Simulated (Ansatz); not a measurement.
Steps of a relaxation of CH$_{7}$BGeO$_{2}$, SMILES `[CH3][GeH]([OH])[BH]O` with RKS PBE0-D4/def2-TZVP.

```sh
$ ansatz run in.yaml --threads 4 --pin off --events-out ev --progress --plain --max-ram 10444MiB
```

```yaml
crystal:
  periodic: [false, false, false]
  atoms:
    - {symbol: C, position_ang: [-1.099669, -0.479493, 1.200503]}
    - {symbol: Ge, position_ang: [0.598434, 0.169984, 0.449389]}
    - {symbol: O, position_ang: [1.650210, -1.320490, 0.481967]}
    - {symbol: B, position_ang: [0.426164, 0.798417, -1.539628]}
    - {symbol: O, position_ang: [-0.767774, 0.846421, -2.184115]}
    - {symbol: H, position_ang: [-1.585894, -1.198052, 0.510485]}
    - {symbol: H, position_ang: [-1.795932, 0.359817, 1.400837]}
    - {symbol: H, position_ang: [-0.904837, -1.003650, 2.156730]}
    - {symbol: H, position_ang: [1.214288, 1.237116, 1.416698]}
    - {symbol: H, position_ang: [2.473671, -1.157175, -0.014159]}
    - {symbol: H, position_ang: [1.389929, 1.107428, -2.222223]}
    - {symbol: H, position_ang: [-1.521790, 0.584576, -1.622583]}
basis:
  gaussian: {orbitals: def2-TZVP}
hamiltonian: {xc: pbe0, dispersion: d4}
relax: {f_tol: 0.005, max_steps: 150}
```

Positions (Å) and forces (eV/Å) along the path, 11 of 17 steps:

```xyz
12
step=1 energy=-62430.1580 eV
C    -1.100   -0.479    1.201   -0.249   -0.116    0.141
Ge    0.598    0.170    0.449    0.066   -0.371    0.233
O     1.650   -1.320    0.482    0.352    0.637   -0.423
B     0.426    0.798   -1.540    0.052    0.147   -0.437
O    -0.768    0.846   -2.184   -0.189   -0.211    0.664
H    -1.586   -1.198    0.510    0.235    0.350    0.337
H    -1.796    0.360    1.401    0.331   -0.408   -0.102
H    -0.905   -1.004    2.157   -0.087    0.267   -0.474
H     1.214    1.237    1.417   -0.076   -0.182   -0.189
H     2.474   -1.157   -0.014   -0.599   -0.183    0.407
H     1.390    1.107   -2.222   -0.336   -0.119    0.269
H    -1.522    0.585   -1.623    0.500    0.188   -0.426
12
step=2 energy=-62430.1982 eV
C    -1.098   -0.485    1.198   -0.070   -0.046    0.048
Ge    0.587    0.155    0.439    0.095   -0.244    0.050
O     1.646   -1.315    0.479    0.054    0.290   -0.146
B     0.425    0.796   -1.542   -0.040    0.073   -0.161
O    -0.770    0.869   -2.172   -0.018   -0.085    0.216
H    -1.577   -1.211    0.530    0.074    0.108    0.094
H    -1.791    0.345    1.381    0.099   -0.117   -0.032
H    -0.899   -0.983    2.153   -0.024    0.078   -0.137
H     1.213    1.216    1.382   -0.014    0.002   -0.010
H     2.477   -1.148    0.019   -0.182   -0.092    0.136
H     1.380    1.099   -2.213   -0.095   -0.041    0.087
H    -1.516    0.605   -1.620    0.122    0.073   -0.145
12
step=5 energy=-62430.2054 eV
C    -1.090   -0.494    1.199    0.012    0.000    0.001
Ge    0.586    0.144    0.430   -0.011   -0.010   -0.013
O     1.636   -1.317    0.475   -0.004    0.012   -0.008
B     0.414    0.796   -1.548   -0.028    0.024   -0.004
O    -0.776    0.896   -2.176    0.026   -0.014    0.036
H    -1.556   -1.235    0.548   -0.007   -0.015   -0.011
H    -1.787    0.329    1.360   -0.014    0.014    0.001
H    -0.889   -0.967    2.161    0.004   -0.005    0.018
H     1.210    1.215    1.362    0.004    0.009    0.005
H     2.490   -1.160    0.067    0.018   -0.016    0.006
H     1.370    1.091   -2.210    0.016   -0.006   -0.013
H    -1.530    0.646   -1.634   -0.017    0.008   -0.017
12
step=6 energy=-62430.2058 eV
C    -1.089   -0.497    1.200    0.005   -0.001   -0.001
Ge    0.585    0.142    0.428   -0.005    0.004   -0.003
O     1.635   -1.318    0.474    0.003    0.003   -0.010
B     0.413    0.799   -1.549   -0.014    0.003   -0.004
O    -0.777    0.901   -2.178    0.015    0.001    0.022
H    -1.553   -1.242    0.552   -0.002   -0.007   -0.004
H    -1.789    0.326    1.357   -0.007    0.005    0.000
H    -0.887   -0.963    2.165    0.003   -0.001    0.008
H     1.210    1.215    1.359    0.001    0.003    0.003
H     2.494   -1.163    0.076    0.006   -0.007    0.007
H     1.370    1.089   -2.212    0.008   -0.004   -0.006
H    -1.533    0.655   -1.637   -0.013    0.002   -0.012
12
step=7 energy=-62430.2061 eV
C    -1.088   -0.501    1.201   -0.004   -0.005    0.002
Ge    0.583    0.138    0.423    0.001    0.021    0.001
O     1.633   -1.321    0.470    0.027   -0.016   -0.012
B     0.410    0.800   -1.552    0.005   -0.009    0.003
O    -0.779    0.915   -2.179   -0.003    0.009   -0.002
H    -1.546   -1.259    0.562    0.006    0.006    0.007
H    -1.795    0.319    1.345    0.004   -0.008   -0.002
H    -0.884   -0.953    2.173   -0.003    0.005   -0.008
H     1.209    1.214    1.352   -0.002   -0.006   -0.001
H     2.503   -1.167    0.096   -0.027    0.008    0.012
H     1.369    1.084   -2.216   -0.003   -0.005    0.001
H    -1.540    0.676   -1.642   -0.001   -0.002    0.000
12
step=9 energy=-62430.2064 eV
C    -1.086   -0.507    1.202   -0.005   -0.003    0.007
Ge    0.582    0.134    0.420    0.000    0.005   -0.005
O     1.632   -1.326    0.460    0.007   -0.011    0.002
B     0.406    0.797   -1.554   -0.002    0.004    0.004
O    -0.782    0.936   -2.177   -0.005    0.000   -0.011
H    -1.531   -1.284    0.576    0.005    0.006    0.004
H    -1.804    0.307    1.323    0.006   -0.008   -0.001
H    -0.884   -0.934    2.185   -0.004    0.003   -0.009
H     1.212    1.208    1.347   -0.001   -0.001    0.001
H     2.512   -1.159    0.117   -0.009    0.007    0.001
H     1.368    1.065   -2.222   -0.003   -0.005    0.000
H    -1.547    0.708   -1.642    0.011    0.002    0.007
12
step=10 energy=-62430.2065 eV
C    -1.085   -0.510    1.201   -0.009   -0.002    0.001
Ge    0.581    0.133    0.418   -0.003   -0.001    0.008
O     1.633   -1.326    0.458    0.011   -0.002   -0.003
B     0.405    0.796   -1.556   -0.007   -0.001    0.000
O    -0.784    0.945   -2.176    0.002    0.002   -0.007
H    -1.522   -1.295    0.580    0.000    0.003    0.003
H    -1.808    0.301    1.312    0.002   -0.005    0.000
H    -0.885   -0.928    2.189    0.000    0.003   -0.007
H     1.211    1.205    1.347    0.002    0.005   -0.002
H     2.515   -1.154    0.125   -0.005   -0.001    0.000
H     1.367    1.051   -2.227    0.001   -0.001   -0.001
H    -1.550    0.726   -1.637    0.006    0.000    0.008
12
step=13 energy=-62430.2065 eV rejected
C    -1.085   -0.521    1.194    0.004   -0.003   -0.006
Ge    0.582    0.132    0.420    0.002    0.007    0.011
O     1.649   -1.315    0.480    0.003    0.029   -0.016
B     0.404    0.784   -1.558    0.017   -0.046   -0.029
O    -0.788    0.970   -2.163   -0.007    0.009    0.037
H    -1.507   -1.315    0.576    0.001    0.001    0.001
H    -1.819    0.283    1.291    0.001    0.004    0.000
H    -0.892   -0.927    2.188    0.002   -0.001    0.004
H     1.194    1.222    1.342   -0.003   -0.010    0.000
H     2.521   -1.143    0.118   -0.016   -0.007    0.008
H     1.367    0.987   -2.248   -0.018    0.013    0.013
H    -1.550    0.789   -1.604    0.013    0.004   -0.024
12
step=14 energy=-62430.2067 eV
C    -1.086   -0.518    1.197    0.001   -0.001   -0.004
Ge    0.581    0.132    0.419    0.004   -0.006    0.003
O     1.644   -1.319    0.473    0.002    0.014   -0.005
B     0.405    0.784   -1.559    0.003   -0.001   -0.004
O    -0.786    0.965   -2.166   -0.001   -0.002    0.011
H    -1.511   -1.311    0.578    0.000    0.000    0.001
H    -1.816    0.288    1.296    0.000    0.001    0.000
H    -0.890   -0.926    2.189    0.002    0.000    0.002
H     1.198    1.217    1.342   -0.002   -0.002   -0.001
H     2.519   -1.145    0.120   -0.006   -0.004    0.003
H     1.367    1.006   -2.242   -0.005   -0.001    0.003
H    -1.549    0.772   -1.614    0.003    0.003   -0.009
12
step=16 energy=-62430.2067 eV
C    -1.086   -0.521    1.198    0.001    0.000   -0.001
Ge    0.580    0.133    0.419    0.001   -0.002    0.001
O     1.647   -1.314    0.477    0.004    0.002   -0.002
B     0.405    0.781   -1.560   -0.002   -0.001   -0.005
O    -0.784    0.970   -2.167    0.002   -0.001    0.007
H    -1.512   -1.312    0.578    0.001    0.002    0.002
H    -1.817    0.284    1.301    0.001   -0.002    0.000
H    -0.887   -0.931    2.189    0.000    0.001   -0.002
H     1.191    1.222    1.341    0.000   -0.001    0.000
H     2.519   -1.143    0.116   -0.007    0.001    0.002
H     1.369    0.992   -2.244   -0.003    0.000    0.002
H    -1.550    0.785   -1.615    0.002    0.001   -0.004
12
step=17 energy=-62430.2068 eV
C    -1.086   -0.522    1.198    0.000    0.001    0.000
Ge    0.579    0.133    0.419   -0.001    0.000    0.000
O     1.647   -1.313    0.478    0.002   -0.003    0.000
B     0.405    0.780   -1.560   -0.004    0.000   -0.004
O    -0.784    0.972   -2.168    0.003   -0.002    0.004
H    -1.512   -1.313    0.579    0.000    0.001    0.001
H    -1.817    0.283    1.302    0.001   -0.002    0.000
H    -0.886   -0.932    2.189    0.000    0.000   -0.001
H     1.190    1.222    1.341    0.000    0.001    0.000
H     2.519   -1.142    0.116   -0.003    0.002    0.001
H     1.370    0.988   -2.245   -0.001    0.000    0.001
H    -1.550    0.789   -1.616    0.001    0.002   -0.002
```

Run time 63 s (4 threads of an Arm Neoverse V2 on a shared host); peak host memory 0.63 GiB.
